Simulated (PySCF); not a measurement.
## Polarisability and C₆ of Ar⁺ (argon, charge +1)

[Ne] 3s2 3p5, 2P determinant. Calculation: PySCF 2.14, in aug-cc-pV(5+d)Z; the non-relativistic Hamiltonian (point nucleus). Coupled (time-dependent) response in atomic units; α is the mean over directions.

```json
{"method": "TPSS", "mean α (bohr³)": "6.996", "α xx, yy, zz": "6.822, 7.084, 7.084", "C₆ (like pair)": "31.80", "S(−4)": "10.50"}
```

S(−4) is the Cauchy moment in α(ω) = α(0) + S(−4) ω² + …

α(iu) at TPSS:

```tsv
u (hartree)	α(iu) (bohr³)
0	6.996
0.0500	6.970
0.100	6.893
0.200	6.604
0.300	6.179
0.500	5.155
0.750	3.939
1.00	2.994
1.50	1.815
2.00	1.193
3.00	0.6276
5.00	0.2717
```

For an ion, C₆ is the dispersion term alone; charge-induced terms of lower order in 1/R come first.

The components differ because the open shell of this determinant is not spherical; for a pure term their mean is the scalar polarisability.
